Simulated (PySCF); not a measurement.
H2S. Atoms are numbered in the order given.

```xyz
3

S      0.0000     0.0000     0.1031
H      0.0000    -0.9702    -0.8249
H      0.0000     0.9702    -0.8249
```

The structure is a stationary point at B3LYP-D3(BJ)/def2-TZVP.

Method: PBE0/pcSseg-2 (PySCF).

GIAO shieldings, no solvent; atoms alike by connectivity are averaged. δ = σ(ref) − σ: ³³S against H2S (σ = 711.3 ppm); ¹H against TMS (σ = 31.54 ppm), references at their B3LYP-D3(BJ)/def2-TZVP geometries, non-relativistic.

Computed chemical shifts:
```
nucleus   atoms  count  δ (ppm)
-------  ------  -----  -------
³³S          S1      1      0.0
¹H       H2, H3      2     1.08
```
